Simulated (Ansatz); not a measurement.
C2H6NSbZn, SMILES `[NH2][Zn][CH]1[CH2][SbH]1` from Hartree–Fock to CCSD(T)

```xyz
11

N    -0.0539    1.8917    2.0515
Zn   -0.3495    0.8768    0.5775
C    -0.5577   -0.2064   -0.9753
C     0.5033   -0.8763   -1.7116
Sb   -0.2102   -2.2920   -0.1757
H    -0.2897    2.8723    2.0329
H    -0.2859    1.5196    2.9600
H    -1.5356   -0.2364   -1.4513
H     0.2931   -1.2440   -2.7115
H     1.5367   -0.5924   -1.5528
H     0.9494   -1.7128    0.9564
```

Total charge 0; spin multiplicity 1. For Zn the d shell is correlated and the shells below it are frozen. Correlated methods include outer-core shells of Sb, which these sets cover unevenly. Scalar relativity is left out up to krypton. Sb takes the def2 core potential. The geometry is a stationary point of PBE0-D4/def2-TZVP. It is one conformer, not always the lowest. Frozen core, restricted reference, Ansatz.

```
     basis      HF (Eh)  MP2 corr.
  def2-SVP  -2150.33343   -0.88482
def2-TZVPP  -2150.74793   -1.43452
def2-QZVPP  -2150.79780   -1.74675
```

Estimate the CCSD correlation energy and the (T) correction in each basis where they were run (hartree).


```
     basis  CCSD corr.       (T)
  def2-SVP    -0.90124  -0.03121
def2-TZVPP    -1.39379  -0.05486
```
